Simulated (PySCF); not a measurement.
PySCF input for 2-pyridin-2-yl-1,3-thiazole (C8H6N2S), SMILES c1cccc(n1)-c1sccn1, TDA-PBE0/def2-SVP. The structure is a stationary point at PBE0-D3(BJ)/def2-SVP. One conformer was computed; it need not be the lowest.

```python
import numpy as np
from pyscf import gto, scf, dft, tdscf

mol = gto.M(
    atom='''
    C    -3.39381043    0.37981252    0.33802680
    C    -2.86085321   -0.56655081   -0.53273535
    C    -1.47970291   -0.68149745   -0.63196866
    C    -0.67265643    0.16054245    0.14832380
    C     0.79799667    0.08264549    0.08319943
    N     1.61426766    0.81576521    0.78222446
    C     2.91035237    0.51942233    0.50911431
    C     3.11443884   -0.46547022   -0.42254454
    S     1.60465365   -1.04761909   -0.98320018
    N    -1.18606232    1.06698899    0.98242862
    C    -2.50453199    1.16864109    1.07027141
    H    -4.47221970    0.50749993    0.45077339
    H    -3.51211894   -1.20988334   -1.12899649
    H    -1.03318456   -1.41625161   -1.30633361
    H     3.70929801    1.05712298    1.02328268
    H     4.05491136   -0.86611822   -0.79670971
    H    -2.88597942    1.92498390    1.76649167
    ''',
    basis='def2-SVP',
    charge=0,
    spin=0,
    max_memory=1600,
    verbose=4,
)
mf = dft.RKS(mol, xc='pbe0').density_fit(auxbasis='def2-universal-jkfit')
mf.grids.level = 3
mf.conv_tol = 1e-9
mf.max_cycle = 100
mf.kernel()
mf.grids = dft.Grids(mol).set(level=1).build(with_non0tab=True)  # coarser grid for the response kernel
td = tdscf.TDA(mf)
td.singlet = True
td.nstates = 10
td.conv_tol = 1e-4
td.positive_eig_threshold = 1e-6
td.kernel(x0=td.get_init_guess(mf, 15))
td.analyze()
tt = tdscf.TDA(mf)
tt.singlet = False
tt.nstates = 4
tt.conv_tol = 1e-4
tt.positive_eig_threshold = 1e-6
tt.kernel(x0=tt.get_init_guess(mf, 9))
tt.analyze(verbose=3)
```

Log of the run:

```
PySCF version 2.14.0

[INPUT] verbose = 4
[INPUT] num. atoms = 17
[INPUT] num. electrons = 84
[INPUT] charge = 0
[INPUT] spin (= nelec alpha-beta = 2S) = 0
[INPUT] symmetry False subgroup None
[INPUT] Mole.unit = angstrom
[INPUT] Symbol           X                Y                Z      unit          X                Y                Z       unit  Magmom
[INPUT]  1 C     -3.393810430000   0.379812520000   0.338026800000 AA   -6.413372231392   0.717741641481   0.638778074763 Bohr   0.0
[INPUT]  2 C     -2.860853210000  -0.566550810000  -0.532735350000 AA   -5.406229049483  -1.070625866550  -1.006723908374 Bohr   0.0
[INPUT]  3 C     -1.479702910000  -0.681497450000  -0.631968660000 AA   -2.796233245622  -1.287843535089  -1.194247686708 Bohr   0.0
[INPUT]  4 C     -0.672656430000   0.160542450000   0.148323800000 AA   -1.271136428628   0.303381261867   0.280291359755 Bohr   0.0
[INPUT]  5 C      0.797996670000   0.082645490000   0.083199430000 AA    1.507995154615   0.156177341530   0.157224136420 Bohr   0.0
[INPUT]  6 N      1.614267660000   0.815765210000   0.782224460000 AA    3.050523769143   1.541572828848   1.478189997336 Bohr   0.0
[INPUT]  7 C      2.910352370000   0.519422330000   0.509114310000 AA    5.499768905279   0.981565946683   0.962086611997 Bohr   0.0
[INPUT]  8 C      3.114438840000  -0.465470220000  -0.422544540000 AA    5.885436439308  -0.879611234941  -0.798493456030 Bohr   0.0
[INPUT]  9 S      1.604653650000  -1.047619090000  -0.983200180000 AA    3.032355923284  -1.979713162966  -1.857979065823 Bohr   0.0
[INPUT] 10 N     -1.186062320000   1.066988990000   0.982428620000 AA   -2.241332951466   2.016316969026   1.856521028734 Bohr   0.0
[INPUT] 11 C     -2.504531990000   1.168641090000   1.070271410000 AA   -4.732879531312   2.208411598013   2.022519843852 Bohr   0.0
[INPUT] 12 H     -4.472219700000   0.507499930000   0.450773390000 AA   -8.451270401885   0.959035875936   0.851838251342 Bohr   0.0
[INPUT] 13 H     -3.512118940000  -1.209883340000  -1.128996490000 AA   -6.636942913498  -2.286348155274  -2.133494161695 Bohr   0.0
[INPUT] 14 H     -1.033184560000  -1.416251610000  -1.306333610000 AA   -1.952435854529  -2.676327666374  -2.468612750214 Bohr   0.0
[INPUT] 15 H      3.709298010000   1.057122980000   1.023282680000 AA    7.009557353294   1.997672912184   1.933724013211 Bohr   0.0
[INPUT] 16 H      4.054911360000  -0.866118220000  -0.796709710000 AA    7.662671929788  -1.636726227296  -1.505563152682 Bohr   0.0
[INPUT] 17 H     -2.885979420000   1.924983900000   1.766491670000 AA   -5.453710704931   3.637692365197   3.338185457626 Bohr   0.0

nuclear repulsion = 626.657828237047
number of shells = 86
number of NR pGTOs = 318
number of NR cGTOs = 188
basis = def2-SVP
ecp = {}


[settings echo left out]
init E= -817.158072727013
  HOMO = -0.259077030125427  LUMO = -0.124319204549205  gap/eV = 3.66695
cycle= 1 E= -815.048581240395  delta_E= 2.11  |g|= 0.425  |ddm|= 5.18
  HOMO = -0.201525932131397  LUMO = -0.0456991557137498  gap/eV = 4.24026
cycle= 2 E= -814.974863009828  delta_E= 0.0737  |g|= 0.713  |ddm|= 1.63
  HOMO = -0.241015572486728  LUMO = -0.055869021372287  gap/eV = 5.03809
cycle= 3 E= -815.0942433565  delta_E= -0.119  |g|= 0.115  |ddm|= 1.03
  HOMO = -0.247962060789302  LUMO = -0.0637572046960875  gap/eV = 5.01247
cycle= 4 E= -815.097066560137  delta_E= -0.00282  |g|= 0.051  |ddm|= 0.183
  HOMO = -0.248254572711818  LUMO = -0.0631693951984467  gap/eV = 5.03642
cycle= 5 E= -815.097727131736  delta_E= -0.000661  |g|= 0.0133  |ddm|= 0.0734
  HOMO = -0.247265418970416  LUMO = -0.0619737229642197  gap/eV = 5.04204
cycle= 6 E= -815.097766829436  delta_E= -3.97e-05  |g|= 0.00583  |ddm|= 0.0221
  HOMO = -0.247411172546109  LUMO = -0.0622388172462722  gap/eV = 5.03880
cycle= 7 E= -815.097775671152  delta_E= -8.84e-06  |g|= 0.00179  |ddm|= 0.00875
  HOMO = -0.247456346767588  LUMO = -0.0622350182126845  gap/eV = 5.04013
cycle= 8 E= -815.09777647815  delta_E= -8.07e-07  |g|= 0.000454  |ddm|= 0.0023
  HOMO = -0.247467204679115  LUMO = -0.062247520365772  gap/eV = 5.04008
cycle= 9 E= -815.09777652583  delta_E= -4.77e-08  |g|= 0.000173  |ddm|= 0.000716
  HOMO = -0.247457111474354  LUMO = -0.0622375626031584  gap/eV = 5.04008
cycle= 10 E= -815.097776533747  delta_E= -7.92e-09  |g|= 5.17e-05  |ddm|= 0.000262
  HOMO = -0.247458115538476  LUMO = -0.0622382056300719  gap/eV = 5.04009
cycle= 11 E= -815.097776534208  delta_E= -4.61e-10  |g|= 3.27e-05  |ddm|= 0.00011
  HOMO = -0.247457216438984  LUMO = -0.0622373416082591  gap/eV = 5.04009
cycle= 12 E= -815.097776534511  delta_E= -3.04e-10  |g|= 5.76e-06  |ddm|= 4.94e-05
  HOMO = -0.247457647658703  LUMO = -0.0622375099554313  gap/eV = 5.04010
Extra cycle  E= -815.097776534499  delta_E= 1.25e-11  |g|= 8.99e-06  |ddm|= 1.59e-05
converged SCF energy = -815.097776534499
tot grids = 72832
Overwritten attributes  positive_eig_threshold  of <class 'pyscf.tdscf.rks.TDA'>


******** <class 'pyscf.tdscf.rks.TDA'> for <class 'pyscf.df.df_jk.DFRKS'> ********
nstates = 10 singlet
deg_eia_thresh = 1.000e-03
wfnsym = None
conv_tol = 0.0001
eigh lindep = 1e-12
eigh level_shift = 0
eigh max_cycle = 100


Excitation energies (eV)
[4.19980354 4.673376   4.67911179 4.93419375 5.07007376 5.72117928
 5.96108352 6.0642823  6.17903755 6.24832384]

** Singlet excitation energies and oscillator strengths **
Excited State   1:      4.19980 eV    295.21 nm  f=0.0007
      41 -> 43       -0.69866
Excited State   2:      4.67338 eV    265.30 nm  f=0.5776
      42 -> 43       -0.67417
Excited State   3:      4.67911 eV    264.97 nm  f=0.0017
      40 -> 43       -0.69671
Excited State   4:      4.93419 eV    251.28 nm  f=0.0029
      40 -> 44        0.11997
      41 -> 44        0.68670
Excited State   5:      5.07007 eV    244.54 nm  f=0.0153
      37 -> 43        0.14311
      38 -> 43        0.27958
      42 -> 43       -0.11719
      42 -> 44        0.60990
Excited State   6:      5.72118 eV    216.71 nm  f=0.0572
      38 -> 43       -0.20125
      39 -> 43       -0.57996
      42 -> 44        0.12327
      42 -> 45        0.27151
Excited State   7:      5.96108 eV    207.99 nm  f=0.0728
      37 -> 44        0.16750
      38 -> 43       -0.52572
      39 -> 43        0.26131
      39 -> 44       -0.15689
      42 -> 44        0.24348
Excited State   8:      6.06428 eV    204.45 nm  f=0.0005
      40 -> 44       -0.68191
      41 -> 44        0.12593
Excited State   9:      6.17904 eV    200.65 nm  f=0.0005
      39 -> 46        0.10011
      42 -> 46       -0.69128
Excited State  10:      6.24832 eV    198.43 nm  f=0.0204
      37 -> 43       -0.51091
      37 -> 44        0.13774
      38 -> 44       -0.14109
      39 -> 44       -0.26489
      42 -> 44        0.11585
      42 -> 45       -0.27798

** Transition electric dipole moments (AU) **
state          X           Y           Z        Dip. S.      Osc.
  1         0.0022     -0.0560      0.0613      0.0069      0.0007
  2         2.2036     -0.3228     -0.2908      5.0447      0.5776
  3        -0.0695     -0.0578      0.0819      0.0149      0.0017
  4         0.0000      0.1063     -0.1135      0.0242      0.0029
  5         0.3352      0.0759      0.0697      0.1230      0.0153
  6         0.5768      0.1990      0.1897      0.4083      0.0572
  7        -0.6728      0.1611      0.1412      0.4986      0.0728
  8        -0.0172     -0.0343      0.0413      0.0032      0.0005
  9         0.0057     -0.0181      0.0522      0.0031      0.0005
 10        -0.0416      0.2671      0.2454      0.1333      0.0204

** Transition velocity dipole moments (imaginary part, AU) **
state          X           Y           Z        Dip. S.      Osc.
  1         0.0001      0.0072     -0.0078      0.0001      0.0005
  2         0.1145      0.0142      0.0133      0.0135      0.0523
  3        -0.0035      0.0105     -0.0122      0.0003      0.0011
  4        -0.0001     -0.0008      0.0009      0.0000      0.0000
  5         0.0271     -0.0079     -0.0072      0.0008      0.0030
  6         0.0379     -0.0455     -0.0428      0.0053      0.0169
  7        -0.0511      0.0136      0.0128      0.0030      0.0090
  8        -0.0014     -0.0008      0.0017      0.0000      0.0000
  9        -0.0001      0.0129     -0.0182      0.0005      0.0015
 10        -0.0197     -0.0338     -0.0302      0.0024      0.0071

** Transition magnetic dipole moments (imaginary part, AU) **
state          X           Y           Z
  1        -0.1467      0.1518      0.1403
  2        -0.0217     -0.3439      0.3592
  3        -0.7178     -0.0855     -0.1072
  4         0.3996     -0.2044     -0.1851
  5        -0.0019     -0.4703      0.5023
  6        -0.0020     -0.2294      0.2420
  7        -0.0027     -0.1324      0.1381
  8        -0.1212      0.0320      0.0211
  9        -0.0989     -0.1794     -0.1762
 10         0.0050     -0.0358      0.0569


******** <class 'pyscf.tdscf.rks.TDA'> for <class 'pyscf.df.df_jk.DFRKS'> ********
nstates = 4 triplet
deg_eia_thresh = 1.000e-03
wfnsym = None
conv_tol = 0.0001
eigh lindep = 1e-12
eigh level_shift = 0
eigh max_cycle = 100


Excitation energies (eV)
[3.05639334 3.68651438 4.16247697 4.24995662]

** Triplet excitation energies and oscillator strengths **
Excited State   1:      3.05639 eV    405.66 nm  f=0.0000
Excited State   2:      3.68651 eV    336.32 nm  f=0.0000
Excited State   3:      4.16248 eV    297.86 nm  f=0.0000
Excited State   4:      4.24996 eV    291.73 nm  f=0.0000
```

The calculation finished and met its thresholds.

Cost: roughly 8 core-minutes.
